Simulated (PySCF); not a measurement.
F6Se, SMILES F[Se](F)(F)(F)(F)F.

Geometry: B3LYP-D3(BJ)/def2-SVP.

Vertical ionisation energy (IE) and electron affinity (EA) in eV. Rows of orbital energies are one-electron estimates. Where ΔSCF, EOM or ADC give a negative EA the extra electron is unbound and the value depends on the basis.

```
level                                           IE    EA
-------------------------------------------  -----  ----
−ε(HOMO), −ε(LUMO), ωB97X/def2-TZVP (PySCF)  15.28  1.83
−ε(HOMO), −ε(LUMO), PBE/def2-TZVP (PySCF)    10.43  5.18
```
